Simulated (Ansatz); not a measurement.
Consider the ligand exchange at the Si–S bond: `C=CS[SiH3]` + `[NH2][GeH2][OH]` → `[OH][GeH2][NH][SiH3]` + `C=CS`.

Gas-phase electronic energies from Ansatz, PBE0-D4/def2-TZVP geometries. CCSD(T)/CBS adds triple-zeta CCSD(T) − MP2 to the extrapolated MP2 energy (def2 sets, frozen cores). This one scheme is used for every species. Functionals use def2-TZVPP. B3LYP here is the variant with VWN-RPA as its local correlation; programs differ in this. For Ge outer-core shells are correlated without core-valence functions, which leaves a few kJ/mol of doubt a bond. Scalar relativity is left out up to krypton. One conformer a species, not always the lowest.

**Question.** Is it downhill or uphill in electronic energy at CCSD(T)/CBS, and by how much? (An estimate is asked.)

**Answer.** The calculation gave: Downhill: ΔE = -0.09 eV.

**Question.** What do these levels give: PBE0-D4, PBE, PBE0, B3LYP, HF/def2-TZVPP, MP2/def2-TZVPP, SCS-MP2/def2-TZVPP, CCSD/def2-TZVPP, HF/def2-QZVPP, SCS-MP2/def2-QZVPP, HF/CBS(def2), CCSD/CBS(def2)? (Best estimate.)

**Answer.** The calculation gave: PBE0-D4 -0.02, PBE 0.00, PBE0 -0.02, B3LYP -0.10, HF/def2-TZVPP -0.17, MP2/def2-TZVPP -0.10, SCS-MP2/def2-TZVPP -0.13, CCSD/def2-TZVPP -0.14, HF/def2-QZVPP -0.18, SCS-MP2/def2-QZVPP -0.11, HF/CBS(def2) -0.18, CCSD/CBS(def2) -0.10 eV.

Largest T1 diagnostic among the species: 0.012.

In def2-TZVPP, CCSD(T) changes the Hartree–Fock value by +0.05 eV (the triples alone add +0.02 eV) and MP2 by +0.07 eV.
